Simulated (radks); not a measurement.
Question: These are the eigenvalues of the occupied orbitals of an atom or ion with whole-number occupations (eV). Calculated with a radial shooting solver on a logarithmic mesh with Libxc functionals: Dirac Kohn-Sham, PBE, spin-unpolarised, spherical densities, point nucleus.

1s1/2: -64097.73
2s1/2: -11679.14
2p1/2: -11188.00
2p3/2: -10070.65
3s1/2: -3363.165
3p1/2: -3147.534
3p3/2: -2906.897
3d3/2: -2542.923
3d5/2: -2490.407
4s1/2: -1330.660
4p1/2: -1240.430
4p3/2: -1174.089
4d3/2: -1025.508
4d5/2: -1011.837
4f5/2: -831.8481

Which element is it, and in what charge state? The configuration may be excited. Open shells, if any, fill j = l - 1/2 first.

Answer: Z = 71, lutetium, charge +27: Lu27+ in [Ar] 3d10 4s1 4p6 4d8 4f1. The list shows which subshells hold electrons but not how many an open one holds; the 1s level, -2355.5 hartree, gives Z - s = 68.6 by -(Z - s)^2/2, which with screening and relativity narrows Z to a few neighbours, and the depths of the outer levels then fix element, charge and occupations together.
